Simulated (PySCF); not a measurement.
## Calculated NMR data

Method: shieldings: GIAO PBE0/pcSseg-1, structure optimised with GFN2-xTB, in PySCF (single conformer, averaged over atoms made equivalent by symmetry, fast rotation or ring inversion, relativity neglected, no solvent).

References, each an isolated molecule treated in the same way: TMS for 1H, 13C. Splittings of carbon signals by F and P are missing where no couplings were computed. Where no couplings were computed, multiplicities follow the n + 1 count of equivalent neighbours, and m marks all less simple cases (inequivalent or close neighbours, rings, F or P nearby). Shifts are as computed. Against solution values, carbons near 30 ppm lie about +3 ppm off and those near 130 ppm about +5 ppm. Of 1211 compounds with measured shifts, 218 miss one by over three times the rms of a fit or turn the order of signals round; such compounds aren't used in these exercises.

Compound 1 (C7H16NP). 1H NMR (600 MHz, computed): δ 3.10 (m, 3H), 2.21 (m, 2H), 1.95 (m, 2H), 1.79 (m, 1H), 1.76 (m, 2H), 1.15 (m, 3H), 1.08 (m, 2H), 0.98 (m, 1H). 13C{1H} NMR (computed): δ 33.4 (CH2), 33.3 (CH3), 32.7 (CH2), 25.1 (CH2), 18.6 (CH3). Structure: `CN=P1(C)CCCCC1`.

Compound 2 (C6H5NO2). 1H NMR (600 MHz, computed): δ 6.25 (s, 1H), 5.50 (s, 1H), 1.57 (s, 3H). 13C{1H} NMR (computed): δ 149.8, 140.1, 130.3, 121.1, 117.9, 17.4. Structure: `CC1=COC(C#N)=CO1`.
